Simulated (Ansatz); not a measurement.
Molecule: C5H10Se, net charge 0, singlet state. 
Coordinates optimised at B3LYP-D3(BJ)/def2-TZVP (Ansatz, a first-principles code):
```
C
C 1 1.3304
H 2 1.0824 1 121.49
H 2 1.0830 3 117.06 1 -179.03
C 1 1.5022 2 121.77 3 179.97
H 5 1.0883 1 111.38 2 -161.82
H 5 1.0888 6 108.39 1 -123.21
C 1 1.5024 2 122.30 3 0.58
H 8 1.0895 1 111.56 2 -3.12
H 8 1.0929 9 108.45 1 122.76
H 8 1.0941 9 108.31 10 115.25
Se 5 1.9883 6 107.44 7 -110.29
C 12 1.9593 5 98.91 6 -74.73
H 13 1.0873 12 110.00 5 -60.98
H 13 1.0878 14 110.89 10 -35.40
H 13 1.0880 14 109.48 15 -120.83
```

Wanted: atomisation energy (electronic, to ground-state atoms), in kcal/mol. Correlated levels leave the core frozen unless marked. UHF or UKS for open shells. Spin-orbit coupling is left out. The frozen core is the preceding noble-gas configuration, with the filled d and f shells of earlier blocks. No relativistic terms. The coupled-cluster limit lacks core correlation, which all-electron functionals hold. CBS(X,Y): correlation extrapolated as X^-3; Hartree-Fock from the larger set.

| level | program | atomisation energy (kcal/mol) |
|---|---|---|
| B3LYP-D3(BJ)/def2-TZVPD | Ansatz + dftd3 | 1492.9 |
| B3LYP/def2-TZVPD | Ansatz | 1476.4 |
| PBE0/STO-3G | Ansatz | 1792.5 |
| PBE0/def2-QZVPP | Ansatz | 1494.7 |

Task: Predict the CCSD(T)/CBS(cc-pVTZ,cc-pVQZ) result (Ansatz).

Result: 1487.5 kcal/mol, so PBE0/def2-QZVPP differs from it by 7.2 kcal/mol.
